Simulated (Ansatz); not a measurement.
`C#[C][Sn]([Cl])([Cl])[Cl]` + H–F → `[F][Sn]([Cl])([Cl])[Cl]` + `C#C` at 600 K and 1 bar (ligand exchange at the Sn–C bond).

Gas-phase electronic energies from Ansatz, PBE0-D4/def2-TZVP geometries. CCSD(T)/CBS is the MP2 limit (def2-TZVPP, def2-QZVPP) plus CCSD(T) − MP2 in def2-TZVPP, frozen cores. This one scheme is used for every species. Elements past krypton have def2 core potentials. For Sn outer-core shells are correlated without core-valence functions, which leaves a few kJ/mol of doubt a bond.

```
                    species  CCSD(T)/CBS energy (Eh)  H − E (kJ/mol)  S (J/(mol·K))
`C#[C][Sn]([Cl])([Cl])[Cl]`              -1670.14099           123.2          489.4
                        H–F               -100.39570            42.3          194.0
  `[F][Sn]([Cl])([Cl])[Cl]`              -1693.31956            67.2          439.1
                      `C#C`                -77.22717            96.2          235.4
```

H − E and S are ideal-gas, rigid-rotor, harmonic terms from PBE0-D4/def2-TZVP. 1 Eh = 2625.50 kJ/mol, R = 8.31446 J/(mol·K).

Q: By hand: ΔE, ΔH, ΔS and ΔG.

A: ΔE = (-1693.31956) + (-77.22717) − (-1670.14099) − (-100.39570) = -0.01004 Eh = -26.4 kJ/mol. Δ(H − E) = 67.2 + 96.2 − 123.2 − 42.3 = -2.1, so ΔH = -28.5 kJ/mol. ΔS = 439.1 + 235.4 − 489.4 − 194.0 = -8.9 J/(mol·K). ΔG = -28.5 − 600 × (-8.9)/1000 = -23.2 kJ/mol.

Q: By hand: the equilibrium constant, and the temperature at which ΔG would vanish if ΔH and ΔS stayed fixed.

A: log₁₀ K = −ΔG/(RT ln 10) = 2.0. ΔG = 0 at ΔH/ΔS = 3202 K, far beyond where these terms or the molecules hold.

The number of gas molecules stays the same, so ΔS is small and ΔH decides. A doubt of 5 kJ/mol in ΔE shifts log₁₀ K by 0.4 here. These are equilibria of isolated gas molecules and say nothing of rates. Largest T1 diagnostic: 0.013 (customary marks: 0.02 for closed shells, 0.045 for open ones).
